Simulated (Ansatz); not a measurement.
**Question.** Name a neutral molecule of B, C, N, O and H with zero-point energy (PBE0-D4/def2-TZVP) between 181 and 197 kJ/mol and size of the dipole moment (B3LYP/def2-TZVPP) between 1.05 and 1.35 D (Ansatz, PBE0-D4/def2-TZVP geometry).

**Answer.** `BB(O)N=C` (182.7 kJ/mol, 1.09 D). Other molecules can fit too; these were computed, each in one conformer that needn't be the lowest.

B3LYP here is the variant with VWN-RPA as its local correlation; programs differ in this.
